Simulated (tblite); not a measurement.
C8H9Se (charge -1).
Bonds: C1–C2, C2–C3, C3–C4 (aromatic), C4–C5 (aromatic), C5–C6 (aromatic), C6–C7 (aromatic), C7–Se8, C7–C9 (aromatic), C3–C9 (aromatic). Hydrogens: H10, H11, H12 on C1; H13, H14 on C2; H15 on C4; H16 on C5; H17 on C6; H18 on C9.
Bond orders are those of one Lewis drawing.

Computed with GFN2-xTB (tblite), gas phase: L-BFGS steps from a force-field or distance-geometry start until the largest atomic force falls under 0.01 eV/Å.

Step 4: E = -683.9920 eV
```
atom  x, y, z in Å  |  force x, y, z in eV/Å
C1     -2.4382   -0.0669   -0.7954   -0.042  -0.043  -0.032
C2     -1.6172   -0.5746    0.3805    0.154  -0.057   0.054
C3     -0.1671   -0.1831    0.2878    0.024   0.040   0.010
C4      0.2402    1.0140    0.8614    0.053  -0.023  -0.055
C5      1.5733    1.3822    0.7912   -0.110   0.026   0.055
C6      2.4802    0.5634    0.1539    0.121   0.199   0.062
C7      2.0977   -0.6370   -0.4349   -0.349   0.254   0.208
Se8     3.3869   -1.6898   -1.2766    0.057  -0.246  -0.151
C9      0.7556   -0.9969   -0.3546   -0.168  -0.012   0.013
H10    -3.4606   -0.4181   -0.6926   -0.172  -0.018  -0.111
H11    -2.0196   -0.4464   -1.7199    0.001   0.003  -0.161
H12    -2.4501    1.0176   -0.8344    0.080   0.095   0.005
H13    -2.0464   -0.1721    1.3009    0.008  -0.074   0.098
H14    -1.6805   -1.6612    0.4012   -0.099  -0.152   0.088
H15    -0.4815    1.6518    1.3618    0.040  -0.050  -0.020
H16     1.8759    2.3153    1.2579    0.151  -0.080  -0.100
H17     3.5188    0.8374    0.0947    0.189   0.120   0.037
H18     0.4236   -1.9293   -0.7946    0.061   0.019   0.000
```

Step 5: E = -684.0034 eV
```
atom  x, y, z in Å  |  force x, y, z in eV/Å
C1     -2.4395   -0.0701   -0.7946   -0.127   0.003  -0.065
C2     -1.6154   -0.5768    0.3803   -0.007  -0.115   0.155
C3     -0.1673   -0.1833    0.2870   -0.086   0.018   0.033
C4      0.2435    1.0108    0.8594   -0.061   0.074   0.011
C5      1.5730    1.3818    0.7902    0.051   0.066   0.051
C6      2.4848    0.5674    0.1550    0.042   0.167   0.060
C7      2.0906   -0.6302   -0.4297   -0.067   0.151   0.087
Se8     3.3782   -1.6901   -1.2752    0.035  -0.223  -0.133
C9      0.7527   -0.9946   -0.3537   -0.112  -0.016   0.005
H10    -3.4687   -0.4199   -0.6974    0.011   0.044  -0.100
H11    -2.0213   -0.4400   -1.7236    0.002  -0.059  -0.133
H12    -2.4436    1.0158   -0.8376    0.032   0.062   0.050
H13    -2.0453   -0.1750    1.3059    0.047  -0.100  -0.015
H14    -1.6846   -1.6664    0.4047   -0.054  -0.045   0.071
H15    -0.4791    1.6472    1.3591    0.027  -0.023  -0.001
H16     1.8832    2.3123    1.2540    0.099  -0.024  -0.059
H17     3.5243    0.8430    0.0971    0.131   0.080   0.026
H18     0.4258   -1.9257   -0.7926    0.036  -0.061  -0.043
```

Step 6: E = -684.0095 eV
```
atom  x, y, z in Å  |  force x, y, z in eV/Å
C1     -2.4418   -0.0718   -0.7953   -0.076   0.010  -0.056
C2     -1.6149   -0.5800    0.3824   -0.128  -0.096   0.087
C3     -0.1692   -0.1833    0.2871   -0.105   0.028   0.058
C4      0.2441    1.0103    0.8585    0.005   0.066  -0.002
C5      1.5743    1.3828    0.7903   -0.012   0.060   0.051
C6      2.4880    0.5724    0.1565    0.070   0.073   0.007
C7      2.0862   -0.6237   -0.4254    0.063   0.015  -0.021
Se8     3.3728   -1.6938   -1.2764   -0.032  -0.147  -0.077
C9      0.7492   -0.9933   -0.3529    0.023   0.014  -0.002
H10    -3.4737   -0.4203   -0.7021    0.081   0.069  -0.088
H11    -2.0224   -0.4371   -1.7278   -0.015  -0.072  -0.065
H12    -2.4392    1.0155   -0.8386    0.002   0.018   0.072
H13    -2.0438   -0.1786    1.3088    0.034  -0.091  -0.031
H14    -1.6880   -1.6704    0.4082   -0.026  -0.009   0.058
H15    -0.4771    1.6440    1.3575   -0.026   0.040   0.044
H16     1.8893    2.3103    1.2508    0.072   0.060  -0.004
H17     3.5298    0.8479    0.0990    0.047   0.046   0.022
H18     0.4277   -1.9247   -0.7923    0.025  -0.083  -0.054
```

Step 7: E = -684.0130 eV
```
atom  x, y, z in Å  |  force x, y, z in eV/Å
C1     -2.4436   -0.0727   -0.7966    0.002   0.010  -0.037
C2     -1.6170   -0.5832    0.3843   -0.121  -0.043  -0.006
C3     -0.1718   -0.1827    0.2882   -0.059  -0.020   0.028
C4      0.2448    1.0109    0.8577   -0.035   0.063   0.018
C5      1.5743    1.3842    0.7913    0.046   0.036   0.012
C6      2.4911    0.5764    0.1575    0.014  -0.002  -0.017
C7      2.0847   -0.6198   -0.4234    0.123  -0.034  -0.063
Se8     3.3692   -1.6986   -1.2784   -0.080  -0.085  -0.033
C9      0.7475   -0.9921   -0.3525    0.050   0.021   0.000
H10    -3.4755   -0.4194   -0.7063    0.065   0.067  -0.077
H11    -2.0235   -0.4367   -1.7313   -0.026  -0.061  -0.007
H12    -2.4367    1.0157   -0.8379   -0.009  -0.017   0.073
H13    -2.0426   -0.1821    1.3103   -0.008  -0.067  -0.001
H14    -1.6905   -1.6732    0.4113   -0.015  -0.014   0.044
H15    -0.4767    1.6432    1.3575   -0.032   0.058   0.052
H16     1.8941    2.3105    1.2490    0.040   0.092   0.024
H17     3.5339    0.8514    0.1004    0.009   0.033   0.021
H18     0.4293   -1.9256   -0.7930    0.036  -0.036  -0.030
```

**Question.** Estimate the geometry and energy of step 8. (The exact step hangs on the optimiser's Hessian estimate; all steps are aligned on step 7, rigid shifts and turns removed.)

**Answer.** E = -684.0158 eV, largest force 0.131 eV/Å
```
atom  x, y, z in Å  |  force x, y, z in eV/Å
C1     -2.4447   -0.0732   -0.7983    0.061   0.001  -0.010
C2     -1.6205   -0.5865    0.3854   -0.053   0.002  -0.069
C3     -0.1747   -0.1828    0.2895    0.019  -0.013   0.010
C4      0.2444    1.0126    0.8575   -0.008   0.013   0.005
C5      1.5755    1.3861    0.7923    0.010   0.012  -0.009
C6      2.4937    0.5796    0.1579   -0.001  -0.053  -0.035
C7      2.0854   -0.6171   -0.4227    0.090  -0.063  -0.072
Se8     3.3649   -1.7044   -1.2809   -0.102  -0.038  -0.004
C9      0.7469   -0.9908   -0.3521    0.067   0.024   0.002
H10    -3.4761   -0.4173   -0.7113    0.017   0.052  -0.064
H11    -2.0248   -0.4377   -1.7342   -0.024  -0.042   0.032
H12    -2.4349    1.0157   -0.8357   -0.007  -0.032   0.060
H13    -2.0420   -0.1862    1.3117   -0.052  -0.039   0.024
H14    -1.6928   -1.6759    0.4147   -0.014  -0.024   0.024
H15    -0.4769    1.6437    1.3586   -0.034   0.072   0.056
H16     1.8988    2.3124    1.2480    0.010   0.087   0.030
H17     3.5375    0.8551    0.1021   -0.028   0.019   0.018
H18     0.4315   -1.9269   -0.7941    0.049   0.025   0.000
```

The energy changes by -0.0028 eV. The first-order estimate −F·Δx gives -0.0040 eV and the mean of the old and new forces, exact on a quadratic surface, -0.0028 eV. The step makes an angle of 49° with the force vector and moves no atom by more than 0.008 Å.
